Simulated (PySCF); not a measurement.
CH₇FOSi₃. Atoms are numbered in the order given.

```xyz
13

F     -2.6582     1.0629     0.4104
Si    -1.7381     0.1769    -0.6036
C     -0.3002    -0.5413     0.3653
O      0.4985    -1.2696    -0.6063
Si     2.0734    -0.6293    -0.5039
Si     0.9917     0.7251     1.0568
H     -1.2042     1.0801    -1.6614
H     -2.5951    -0.8875    -1.1936
H     -0.6549    -1.2254     1.1580
H      2.5384    -0.0669    -1.8069
H      3.0724    -1.6429    -0.0484
H      1.2889     0.6120     2.5155
H      0.7126     2.1517     0.7110
```

The structure is a stationary point at PBE0-D3(BJ)/def2-SVP. The structure was generated by enumeration; whether it is a known compound was not checked. Other conformers were not sampled.

Method: PBE0-D3(BJ)/def2-SVP run with PySCF.

Frequencies are harmonic and unscaled.

Computed harmonic wavenumbers and intensities:
```tsv
mode	ν (cm⁻¹)	IR (km/mol)	moving atoms (share of kinetic energy)
1	47	0.0	Si 42 %, H 21 %, F 15 %, O 15 %
2	64	2.7	F 50 %, Si 27 %, H 13 %
3	118	4.4	Si 37 %, O 22 %, F 20 %, H 18 %
4	196	6.4	Si 35 %, H 28 %, O 20 %, C 15 %
5	263	2.0	Si 40 %, F 33 %, O 16 %
6	332	12.3	H 97 %
7	425	12.6	Si 56 %, O 24 %, H 11 %, C 8 %
8	448	6.4	Si 52 %, H 17 %, C 15 %, O 14 %
9	504	3.7	Si 48 %, H 42 %, C 9 %
10	530	8.0	H 77 %, Si 18 %
11	604	0.3	H 88 %, Si 10 %
12	667	15.1	H 87 %
13	688	80.8	H 79 %, Si 14 %
14	719	44.7	H 83 %, Si 8 %
15	757	41.6	H 54 %, C 35 %, Si 10 %
16	771	8.5	O 39 %, H 36 %, Si 15 %, C 10 %
17	816	44.1	C 39 %, H 32 %, Si 19 %, F 9 %
18	842	241.0	H 53 %, Si 26 %, O 18 %
19	862	18.4	H 41 %, F 38 %, Si 14 %
20	914	307.6	H 67 %, Si 20 %, F 10 %
21	935	170.1	H 90 %
22	963	65.4	H 79 %, Si 13 %
23	969	124.7	H 94 %
24	1019	64.7	C 35 %, O 33 %, H 30 %
25	1073	31.0	H 49 %, C 37 %, O 11 %
26	1254	8.3	H 85 %, C 11 %
27	2224	163.6	H 98 %
28	2227	45.0	H 97 %
29	2233	50.0	H 96 %
30	2242	123.9	H 96 %
31	2256	102.5	H 98 %
32	2267	143.9	H 96 %
33	3064	9.1	H 92 %
```
